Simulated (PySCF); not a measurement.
# Fractional electron number in Si²⁺ (silicon, charge +2)

The 3s beta orbital of [Ne] 3s2 is emptied in steps (occupation f), with all orbitals relaxed, ending at [Ne] 3s1. Computed with PySCF 2.14 in aug-cc-pV(T+d)Z (6s5p4d2f, 55 functions), with the non-relativistic Hamiltonian (point nucleus). The exact energy is a straight line in f; departures are measured from the line between the end points of the same method.

```tsv
f	UHF (eV)	LDA (eV)	PBE (eV)	PBE0 (eV)	r2SCAN (eV)	LC-wPBE (eV)	BHandHLYP (eV)	B3LYP (eV)	HSE06 (eV)
1	0.000	0.000	0.000	0.000	0.000	0.000	0.000	0.000	0.000
0.8	0.032	-0.784	-0.785	-0.578	-0.658	-0.112	-0.417	-0.648	-0.638
0.6	0.046	-1.168	-1.177	-0.864	-0.954	-0.170	-0.633	-0.975	-0.952
0.4	0.045	-1.157	-1.176	-0.861	-0.910	-0.180	-0.645	-0.979	-0.950
0.2	0.029	-0.761	-0.780	-0.570	-0.565	-0.135	-0.443	-0.657	-0.634
0	0.000	0.000	0.000	0.000	0.000	0.000	0.000	0.000	0.000
```

```
   method  E(f=0) − E(f=1) (eV)  −ε at f=1 (eV)  −ε at f=0.4 (eV)
      UHF                31.959          32.162            31.916
      LDA                33.520          28.595            34.551
      PBE                33.381          28.469            34.368
     PBE0                33.245          29.625            33.979
   r2SCAN                32.867          28.645            33.899
  LC-wPBE                33.238          32.530            33.302
BHandHLYP                33.290          30.709            33.750
    B3LYP                33.544          29.500            34.333
    HSE06                33.252          29.242            34.040
```

Orbital energy along the path (eV):

```csv
f,UHF,LDA,PBE,PBE0,r2SCAN,LC-wPBE,BHandHLYP,B3LYP,HSE06
1,-32.162,-28.595,-28.469,-29.625,-28.645,-32.530,-30.709,-29.500,-29.242
0.8,-32.073,-30.602,-30.439,-31.086,-30.500,-32.819,-31.707,-31.108,-30.875
0.6,-31.991,-32.595,-32.404,-32.537,-32.255,-33.071,-32.714,-32.717,-32.481
0.4,-31.916,-34.551,-34.368,-33.979,-33.899,-33.302,-33.750,-34.333,-34.040
0.2,-31.846,-36.435,-36.364,-35.434,-35.222,-33.682,-34.871,-35.984,-35.666
0,-31.782,-38.082,-37.541,-36.197,-35.469,-33.966,-36.105,-37.564,-36.539
```

Reference removal energy between the ground levels: 33.493 eV (measured; NIST Atomic Spectra Database, ionization energies). UHF lacks correlation.
